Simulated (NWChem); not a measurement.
H₂Ga (+1)

```xyz
3

Ga     0.0000     0.0000     0.0000
H      0.0000     0.0000     1.5359
H      0.0000     0.0000    -1.5359
```
Charge +1, spin multiplicity 1.

Everything below was run with NWChem. The geometry was optimised at B3LYP/def2-SVP, a minimum by its harmonic frequencies.

Symmetry labels belong to the abelian group D2h used in the runs, with the axes of the coordinates shown; states degenerate in a higher group split over its labels.

The Hamiltonian is non-relativistic. The spin multiplicity of the parent species was assumed, not shown to be that of its ground state. The structure started from a generated list of species.

Task: List the lowest 3 singlet excitations that TD-PBE/def2-SVPD gives, with oscillator strengths.

Result: 
```
state  symmetry  energy (eV)  wavelength (nm)      f
-----  --------  -----------  ---------------  -----
1           b2g         6.32              196  0.000
2           b3g         6.32              196  0.000
3           b1u         9.87              126  1.115
```
